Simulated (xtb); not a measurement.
C$_{4}$F$_{5}$ (SMILES F[C]=C(F)C(F)=C(F)F), doublet, at a GFN2-xTB geometry. Base run: GFN2-xTB run with xtb.

Here is a job for xtb.
```
$ xtb mol.xyz --gfn 2 --uhf 1 --json

# file mol.xyz
9

F      2.56485283     0.59806167    -1.46075901
C      1.42083046     0.47569816    -0.85575479
C      0.81968034    -0.51578234    -0.23893722
F      1.39889688    -1.74446868    -0.12917273
C     -0.49709445    -0.43161779     0.38488786
F     -0.94140706    -1.55040162     0.96521170
C     -1.26190316     0.66484979     0.40949713
F     -2.45053496     0.75871527     0.96684631
F     -0.89281649     1.80932814    -0.14192158
```

Each row names what was changed in the base input (with any setting that the change needs).

| change | ΔE vs base (mEh) | dipole (D) | G_solv (kcal/mol) | SCF cycles |
|---|---|---|---|---|
| base | 0.000 | 1.26 | - | 11 |
| gbsa = chcl3 | -4.107 | 1.47 | -2.79 | 11 |
| alpb = hexane | -4.501 | 1.38 | -2.98 | 11 |
| etemp = 10000 | -54.368 | 0.55 | - | 12 |
| etemp = 3000 | -3.911 | 0.99 | - | 12 |
| alpb = dmf | -4.940 | 1.39 | -3.14 | 11 |
| acc = 30 | 0.000 | 1.26 | - | 8 |

ALPB and GBSA are two models with their own fitted parameters for each solvent, which aren't always the measured dielectric constant.
